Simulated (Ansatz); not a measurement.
A structure relaxed at PBE0-D4/def2-TZVP, charge 0, multiplicity 1:

```xyz
9

O     1.477   -0.948   -1.079
C     0.299   -0.147   -1.090
Al   -0.410    0.192    0.707
O    -2.016    0.606    1.001
Cl    0.968    0.046    2.293
H     2.060   -0.639   -0.381
H    -0.450   -0.697   -1.669
H     0.460    0.791   -1.642
H    -2.387    0.795    1.861
```

(1) Give its formula and SMILES.

(2) Summarise the bond lengths by kind.

Results:

(1) CH4AlClO2, `O[CH2][Al]([OH])[Cl]`.

(2) 1 × C–O 1.425 Å; 2 × H–O 0.956 to 0.960 Å; 1 × Al–C 1.961 Å; 2 × C–H 1.095 to 1.101 Å; 1 × Al–O 1.684 Å; 1 × Al–Cl 2.107 Å.

Results of the Gaussian-basis code of Ansatz.
